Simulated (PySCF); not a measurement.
## CoCl₃ + 2 H₂O → CoO(OH) + 3 HCl

Level: PBE0 in the def2-TZVP basis family, all electrons, no relativity, computed in PySCF with density fitting; open shells unrestricted.

```csv
species,state and structure,ZPE (kJ/mol),H(298 K) − H(0) (kJ/mol),S° (J/(mol K))
CoCl₃,"quintet, D3h, Co–Cl 2.090 Å (×3)",9.7,17.8,342.4
H₂O,"singlet, C2v, O–H 0.960 Å (×2); H–O–H 105.1°",56.5,9.9,188.7
CoO(OH),"quintet, Cs, Co–O 1.622 Å, Co–O 1.770 Å, O–H 0.956 Å; Co–O–H 129.4°, O–Co–O 179.0°",37.5,14.6,292.7
HCl,"singlet, C∞v, H–Cl 1.279 Å",17.9,8.7,186.6
```

(1) Is the gas-phase reaction uphill or downhill in electronic energy at this level, and by how much?

(2) Add zero-point, thermal and entropy terms for 298.15 K and 1 bar.

Results:

(1) At PBE0/def2-TZVP, ΔE = 343.2 kJ/mol, uphill. 

(2) ΔZPE = -31.5 and Δ[H(298) − H(0)] = 3.1 kJ/mol give ΔH° = 314.8 kJ/mol. ΔS° = 132.7 J/(mol K), so ΔG° = 314.8 − 298.15 × (0.1327) = 275 kJ/mol. ΔG° would change sign near 2370 K if ΔH° and ΔS° stayed fixed.

Open d or f shells are single determinants, so the state found may not be the ground state. Each species is the lowest minimum found with this bonding; other isomers or fragments can lie lower.
